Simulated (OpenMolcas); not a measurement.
**Ar II: RASPT2 settings compared**

```yaml
Program: OpenMolcas 26.06
Basis: ANO-R1 [4s3p1d]
Scalar_Hamiltonian: X2C, finite nucleus
Active_space: 7 electrons in 9 orbitals (RAS2 3s 3p; RAS3 3d, at most 2 electrons)
State_averaging: 2S+1 = 2 odd, 3 roots; 2S+1 = 2 even, 1 root
Spin-orbit_coupling: RASSI with atomic mean-field integrals over the reference wave functions, term energies averaged over their components
```

Methods on the same reference wave functions:
A. RASSCF
B. SS-RASPT2, IPEA 0.35 Eh, real shift 0.1 Eh (closed shells correlated: none)
C. SS-RASPT2, IPEA 0.5 Eh, sigma1 regulariser 0.2 Eh (closed shells correlated: 2s 2p)
D. XMS-RASPT2, IPEA 0.15 Eh, imaginary shift 0.5 Eh (closed shells correlated: none)

Energies in cm-1 above 3s2 3p5 2P* 3/2, the measured ground level; measured values from NIST Handbook of Basic Atomic Spectroscopic Data.

```tsv
Level	A	B	C	D	Measured
3s2 3p5 2P* 3/2	0.0	0.0	0.0	0.0	0.0
3s2 3p5 2P* 1/2	1314	1314	1314	1314	1432
3s 3p6 2S 1/2	114396	113578	113747	113747	108722
```

Deviations, from unrounded energies. A percentage is the sum of absolute deviations over the sum of measured energies, with the sign that they share, or ± where signs differ.

```
                  Against measurement  Levels     A     B     C     D
       mean absolute deviation (cm-1)       2  2900  2500  2600  2600
fine structure of the ground term (%)       1  -8.2  -8.2  -8.2  -8.2
             other configurations (%)       1  +5.2  +4.5  +4.6  +4.6
```

B, C, D lie about equally close to measurement and A furthest from it. The largest miss of B in the table is 3s 3p6 2S 1/2, by +4900 cm-1. The ranking rests on the paired levels alone, and a cruder setting can come out closer through cancelling errors.

Among B to D the level of the table that moves most is 3s 3p6 2S 1/2, by 170 cm-1 (lowest in B, highest in C).

The lowest spin-free term lies below A's lowest term by 0.022 hartree in B, 0.029 hartree in C, 0.022 hartree in D.

Active for correlation alone: 3d; no level in the range computed is led by a configuration that fills it, so any true level of that kind is missing. Some terms mix strongly with configurations of 3d, whose occupation reaches 0.29 (3s 3p6 2S). Without dynamic correlation excited terms often stand tens of per cent too high (terms of higher spin than the ground term too low), and those without a measured partner can miss by more than the paired ones (holds for A). Measured partners are found by configuration, term and J. A level has none where our copy of the source lacks it or the pairing is in doubt (some pairs that miss far off the trend of their configuration count as doubtful), and it then counts in no deviation. Levels of configurations outside the active space are missing.

* marks odd parity.
